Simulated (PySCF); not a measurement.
Species: C2H11Si4 (doublet state).
Structure used (GFN2-xTB), in Å, numbered top down from 1:
```xyz
17
C2H11Si4 angstrom
C      2.924    1.135    0.472
C      1.618    1.061    0.276
Si     0.801    0.604   -1.354
Si    -0.119   -1.512   -1.134
Si    -1.530   -1.693    0.681
Si    -2.582    0.087    1.677
H      3.364    1.383    1.427
H      3.624    0.952   -0.329
H      0.961    1.254    1.117
H      1.807    0.755   -2.411
H     -0.233    1.616   -1.618
H     -0.724   -1.900   -2.426
H      0.958   -2.512   -0.982
H     -2.463   -2.835    0.561
H     -1.732    1.276    1.544
H     -3.896    0.481    1.150
H     -2.785   -0.139    3.113
```

The hyperfine couplings belong to this conformer and change with its torsions.

Identity: `C=C[SiH2][SiH2][SiH][SiH3]` [radical].

Method: UKS B3LYP, pcH-1 on C H Si, non-relativistic, mean-field spin-orbit, GIAO (PySCF 2.14.0). One conformer (not necessarily the lowest) at the GFN2-xTB geometry, without solvent, vibrations or thermal averaging. Couplings are sensitive to structure, and on GFN2-xTB geometries they can be far from those on DFT ones, by a factor of two or more for some ions and for spin on atoms past the first row. No stability test was run, so a lower SCF solution isn't excluded.

Break the g tensor into its mass correction, gauge correction and orbital-Zeeman/spin–orbit terms.

```csv
Δg (ppt),1,2,3
relativistic mass correction,-0.12,-0.12,-0.12
gauge correction,0.00,0.03,0.03
orbital Zeeman/spin–orbit,0.08,3.03,5.17
total,-0.03,2.95,5.08
```

So g = 2.00229, 2.00527, 2.00740 and g_iso = 2.00499; the tensor is rhombic: the two nearest values differ by 42 % of g3 − g1. 

At 9.785 GHz, how far is the centre of the isotropic spectrum from where a free electron (g = 2.002319) resonates?

B = hν/(g μB) with μB/h = 13.99624 MHz/mT gives 349.15 mT for the free electron and 348.69 mT at g_iso, 0.46 mT lower.

What are the electron Larmor frequencies g μB B/h along the three axes at 330 mT?

9.2481, 9.2619, 9.2717 GHz for g1, g2 and g3, a range of 23.6 MHz.

In a frozen sample, at which fields do the three g values resonate at 9.5, 34, 94 and 263 GHz (hyperfine left aside), and which band first spreads them over more than twice a line width of 1.0 mT?

```
band    GHz  B(g3) mT  B(g2) mT  B(g1) mT  spread mT
   X    9.5    338.13    338.48    338.99       0.86
   Q   34.0   1210.13   1211.42   1213.22       3.09
   W   94.0   3345.66   3349.22   3354.21       8.55
   J  263.0   9360.73   9370.69   9384.65      23.92
```

The spread grows in proportion to the frequency. Q band is the first where it exceeds 2.0 mT.

The largest Mulliken spin population is on Si5 (+0.98). The angles at Si5 add up to 346.8°, so it is slightly pyramidal.

The HOMO–LUMO gaps are 5.19 eV among the α and 4.19 eV among the β orbitals.
